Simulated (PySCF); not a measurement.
A side-by-side comparison of computed properties.

First species: C₆H₈O₃.
Z-matrix (Å and degrees, GFN2-xTB geometry), rows numbered from 1:
```
C 
C   1  1.5311
O   2  1.4259  1  111.30
C   3  1.4154  2  110.05  1  -108.91
C   4  1.4901  3  105.57  2   -10.99
C   5  1.3335  4  109.36  3     5.49
C   6  1.4656  2  124.79  1   -67.58
O   7  1.2056  6  124.85  2   177.43
O   7  1.3429  6  112.85  2    -3.29
H   1  1.0875  2  110.13  3    62.57
H   1  1.0861  2  109.27  3   -56.94
H   1  1.0855  2  109.78  3  -176.90
H   2  1.0976  1  109.26  3   119.24
H   4  1.0969  3  108.84  2  -131.87
H   4  1.1016  3  110.78  2   109.63
H   5  1.0736  4  123.51  3  -174.39
H   9  0.9703  7  109.74  6  -178.99
```

Second species: C7H7O2 (charge -1).
SMILES: `C=C/C=C/C(=C)C(=O)[O-]`

Levels: PBE0/def2-SVPD for HOMO energy, LUMO energy, HOMO–LUMO gap, static isotropic polarisability and electronic spatial extent ⟨r²⟩ about the centre of nuclear charge; TDDFT PBE0/def2-SVPD for lowest singlet excitation; TDA PBE0/def2-SVPD for lowest triplet excitation (Tamm–Dancoff); GFN2-xTB for rotational constant A and rotational constant C. Geometries: GFN2-xTB. Each species is one conformer at its optimised geometry, gas phase, non-relativistic unless stated; the electronic structure was computed with PySCF and density fitting.

The conformers computed, where there is a choice (atom-mapped SMILES and torsion angles):
- `[CH3:1][C@@H:2]1[O:3][CH2:4][CH:5]=[C:6]1[C:7](=[O:8])[OH:9]`: C5–C6–C7–O8 -2°, H–O9–C7–C6 -179°
- `[CH2:1]=[CH:2]/[CH:3]=[CH:4]/[C:5](=[CH2:6])[C:7](=[O:8])[O-:9]`: C1–C2–C3–C4 180°, C3–C4–C5–C6 180°, C4–C5–C7–O8 0°

Values for the first species:

| Item | Value |
| --- | --- |
| HOMO energy | -7.22 eV |
| LUMO energy | -1.62 eV |
| HOMO–LUMO gap | 5.60 eV |
| Lowest singlet excitation | 4.59 eV |
| Lowest triplet excitation (Tamm–Dancoff) | 3.43 eV |
| Static isotropic polarisability | 80.6 au |
| Electronic spatial extent ⟨r²⟩ about the centre of nuclear charge | 1169 bohr² |
| Rotational constant A | 2.821 GHz |
| Rotational constant C | 0.999 GHz |

Task: Estimate the same properties for the second species, and the change in each.

Result: 
```tsv
property	first	second	second less first
HOMO energy	-7.22 eV	-1.92 eV	+5.30 eV
LUMO energy	-1.62 eV	2.11 eV	+3.73 eV
HOMO–LUMO gap	5.60 eV	4.03 eV	-1.57 eV
lowest singlet excitation	4.59 eV	3.00 eV	-1.59 eV
lowest triplet excitation (Tamm–Dancoff)	3.43 eV	2.39 eV	-1.04 eV
static isotropic polarisability	80.6 au	118.2 au	+37.6 au
electronic spatial extent ⟨r²⟩ about the centre of nuclear charge	1169 bohr²	1578 bohr²	+409 bohr²
rotational constant A	2.821 GHz	3.605 GHz	+0.784 GHz
rotational constant C	0.999 GHz	0.703 GHz	-0.296 GHz
```

On the first: No computed singlet falls in the visible range (750 to 380 nm, 1.65 to 3.26 eV); S1 lies 1.33 eV above its blue end. S1 lies 1.01 eV below the HOMO–LUMO gap; its leading configuration is HOMO→LUMO, weight 0.91.

On the second: The vertical singlet–triplet gap S1 − T1 is 0.61 eV (TDDFT singlet less Tamm–Dancoff triplet). The polarisability is 17.51 Å³ as a volume (1 au = 0.148185 Å³), or 1.79 au for each of the 66 electrons.
